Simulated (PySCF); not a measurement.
A structure optimised at PBE0-D3(BJ)/def2-SVP, used in a PySCF frequency run:

```
Si
F 1 1.6227
N 1 1.6967 2 114.22
H 3 1.0130 1 122.01 2 77.75
H 3 1.0134 4 112.70 1 158.51
H 1 1.4778 2 106.39 3 -122.62
Br 1 2.2115 6 111.76 2 114.82
```
Charge 0, spin multiplicity 1.

Task: Write its SMILES and formula.

Result: N[SiH](F)Br, BrFH3NSi

Task: What are its rotational constants (standard atomic weights)?

Result: 6.2032, 2.0661, 1.6673 GHz
